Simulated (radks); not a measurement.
Values are calculated unless marked as measured or tabulated.
All-electron atom: S V in [Ne] 3s2. Level of theory: scalar-relativistic Kohn-Sham, PBE, spin-unpolarised, spherical densities, point nucleus (a radial shooting solver on a logarithmic mesh with Libxc functionals).

Normalised radial functions P(r) = r R(r), r in bohr:

```
   r/bohr * 2s, o 3s, + 4s (the largest magnitude, 1.45, reaches the edge; | marks zero, & curves that meet)
 0.009901                             |+o  *
  0.01454                             |+ o   *
  0.02134                             | + o     *
  0.03133                             | + o       *
    0.046                             |  + o       *
  0.06753                             | + o       *
  0.09915                             |+o    *
   0.1456                          * &|
    0.212             *         o  +  |
   0.3113   *                o   +    |
    0.457  *                    o  +  |
   0.6709           *                 |  +o
    0.985                      *      |      +      o
    1.446                            *|   +            o
    2.123                      +      *         o
    3.117                +            *  o
    4.576                      +      &
    6.719                            +&
    9.864                             &
```

2s: eigenvalue -271.13 eV, 1 radial node at r = 0.132 bohr, <r> = 0.477 bohr, 90 % of the charge inside 0.747 bohr. 3s: eigenvalue -65.927 eV, 2 radial nodes at r = 0.129, 0.592 bohr, <r> = 1.47 bohr, 90 % of the charge inside 2.16 bohr. 4s (empty): eigenvalue -27.366 eV, 3 radial nodes at r = 0.128, 0.569, 1.71 bohr, <r> = 3.14 bohr, 90 % of the charge inside 4.47 bohr.
